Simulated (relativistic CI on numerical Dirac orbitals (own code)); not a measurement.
# Tc: what numerical and physical settings do to a radial Dirac CI calculation

Reference input:

```
atom Tc  Z=43  charge=0  electrons=43
nucleus A=97  rms_radius_fm=4.4112
hamiltonian dirac-coulomb  breit=on  qed=on  c_scale=1
orbitals kli  potential=per-configuration
slater_scale 1
correlation none
mixing on
grid step=0.0125 r_max=201.2
scf mixing=0.4 start=green max_iterations=150 tolerance=2e-08 node_fill=0.05
configurations
  [Kr] 4d5 5s2
  [Kr] 4d6 5s
end
```

Computed lowest total energy -4279.87347 Ha, first excitation 3143.7 cm⁻¹, 25 SCF steps. Runs with settings changed; * marks those that are bad on purpose:

```
                              Changed    Outcome  Lowest level    ΔE (Ha)  First excitation (cm⁻¹)  SCF steps  Message
start potential bare, grid step 0.008  converged  4d⁵5s² ⁶S5/2  -6.97e-05                   3143.7         64         
       end of the grid at 140.84 bohr  converged  4d⁵5s² ⁶S5/2   1.82e-12                   3143.7         25         
                   iteration limit 20  converged  4d⁵5s² ⁶S5/2          0                   3143.7         25         
                   iteration limit 30  converged  4d⁵5s² ⁶S5/2          0                   3143.7         25         
     node fill of the KLI weights 5 *  converged  4d⁵5s² ⁶S5/2      0.526                   2406.3         31         
                     grid step 0.08 *  converged  4d⁵5s² ⁶S5/2    0.00117                   3145.1         25
```

With so few configurations and no correlation, terms lie too far apart (by 10 to 50 % near neutrality), their order can be wrong, and levels of other configurations are missing.
